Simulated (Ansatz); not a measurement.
Cost and result for the atomization energy of CH$_{3}$NO$_{2}$Si, SMILES `N[SiH]1OC1=O` (8 atoms, 8 bonds).

| atom | x (Å) | y (Å) | z (Å) |
| --- | --- | --- | --- |
| N1 | 0.624 | -1.303 | 0.324 |
| Si2 | 0.385 | 0.298 | -0.120 |
| O3 | -0.691 | 1.267 | 0.765 |
| C4 | -1.210 | 1.064 | -0.515 |
| O5 | -2.233 | 1.444 | -0.968 |
| H6 | -0.117 | -1.946 | 0.544 |
| H7 | 1.541 | -1.708 | 0.407 |
| H8 | 1.701 | 0.886 | -0.438 |

Charge 0, multiplicity 1. Geometry: relaxed with PBE0-D4/def2-TZVP. It is one conformer, not always the lowest. Program: Ansatz. All runs use 2 threads of an Intel Xeon Platinum 8488C on a shared host. Times are those of one run each, without the atoms' runs, and a repeat can differ threefold. Electronic energies, without spin–orbit coupling; frozen cores. CCSD(T)/CBS adds CCSD(T) − MP2 in def2-TZVPP to the MP2 limit, and its time is that of the two runs behind it. T1 = 0.017. B3LYP takes the VWN-RPA correlation (the form of Gaussian; ORCA's B3LYP/G). HSE06 is the plane-wave form, built on full-range PBE exchange.

CCSD(T)/CBS is a level of theory with its own doubt, some kJ/mol a heavy atom from the limit and from the frozen cores, so smaller differences don't rank the functionals.

```csv
level,functions,wall time
LDA (SPW92)/def2-TZVPP,208,1.1 s
BLYP-D4/def2-TZVPP,208,1.9 s
PBE-D4/def2-TZVPP (with forces),208,2.1 s
PBE0-D4/def2-TZVPP,208,2.3 s
BHLYP-D4/def2-TZVPP,208,2.7 s
HSE06-D4/def2-TZVPP,208,2.8 s
r2SCAN-D4/def2-TZVPP (with forces),208,3.5 s
B3LYP-D4/def2-TZVPP (with forces),208,3.7 s
CCSD(T)/def2-SVP,89,3.7 s
PBE-QIDH/def2-TZVPP,208,4.8 s
MP2/def2-QZVPP,388,17 s
CCSD(T)/def2-TZVPP,208,63 s
CCSD(T)/CBS(def2),–,80 s
```

**Question.** What atomization energy does each give, and how far from CCSD(T)/CBS? (An estimate is asked.)

**Answer.** The calculation gave: 
```
                             level  atomization (kJ/mol)  difference from CCSD(T)/CBS  per bond
            LDA (SPW92)/def2-TZVPP                3827.1                        605.6      75.7
                BLYP-D4/def2-TZVPP                3267.8                         46.3       5.8
   PBE-D4/def2-TZVPP (with forces)                3355.3                        133.8      16.7
                PBE0-D4/def2-TZVPP                3221.7                          0.2       0.0
               BHLYP-D4/def2-TZVPP                3042.0                       -179.5     -22.4
               HSE06-D4/def2-TZVPP                3225.8                          4.3       0.5
r2SCAN-D4/def2-TZVPP (with forces)                3240.0                         18.5       2.3
 B3LYP-D4/def2-TZVPP (with forces)                3219.7                         -1.8      -0.2
                  CCSD(T)/def2-SVP                2948.3                       -273.2     -34.1
               PBE-QIDH/def2-TZVPP                3178.3                        -43.2      -5.4
                    MP2/def2-QZVPP                3297.8                         76.3       9.5
                CCSD(T)/def2-TZVPP                3104.6                       -116.9     -14.6
                 CCSD(T)/CBS(def2)                3221.5                          0.0       0.0
```

From PBE to PBE0 (25 % exact exchange), in def2-TZVPP and without D4, the atomization energy moves by −131.1 kJ/mol: exact exchange takes away binding that semilocal exchange gives to molecules. The D4 term adds +24.8 kJ/mol with B3LYP and +12.8 kJ/mol with PBE0; it sums over pairs of atoms, weighted by their polarisabilities, and B3LYP, whose exchange is more repulsive, gets the larger term. At CCSD(T), def2-SVP lies −273.2 kJ/mol from the extrapolated value and def2-TZVPP −116.9 kJ/mol: correlation converges slowly with the basis, and small sets miss more of it in the bonded molecule than in its fragments.
